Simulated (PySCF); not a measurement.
Sn(H)2(NH2)(NMe2) (C2H10N2Sn), SMILES C[N](C)[SnH2][NH2].

Geometry: r2SCAN-D4/def2-SVP. The def2 effective core potentials stand for the cores of Sn; spin–orbit coupling is left out. One conformer was computed; it need not be the lowest.

Two levels are set side by side: TDA-PBE/def2-SVPD (PySCF) and TDA-LC-ωPBE/def2-SVPD (PySCF). Vertical, same geometry. The lowest singlet is HOMO→LUMO 97 % with PBE and HOMO→LUMO+2 26 %, HOMO→LUMO+1 22 %, HOMO→LUMO+3 21 %, HOMO→LUMO 18 % with the other functional; states are paired by order. Differences are taken from unrounded values.

```
quantity                               TDA-LC-ωPBE  TDA-PBE  TDA-PBE minus TDA-LC-ωPBE
-------------------------------------  -----------  -------  -------------------------
lowest singlet excitation (eV)                5.74     3.93                      -1.82
lowest triplet excitation (TDA) (eV)          5.08     3.77                      -1.31
first bright state (f over 0.05) (eV)         6.38     4.31                      -2.07
its oscillator strength                       0.05     0.05                       0.00
```

Functionals without exact exchange tend to place singlet excitations lower, as here. Differences between two approximate levels are no errors against the true value.

Rough cost on one machine, each run with all the roots and properties that it gave: TDA-LC-ωPBE against TDA-PBE about 3 times.
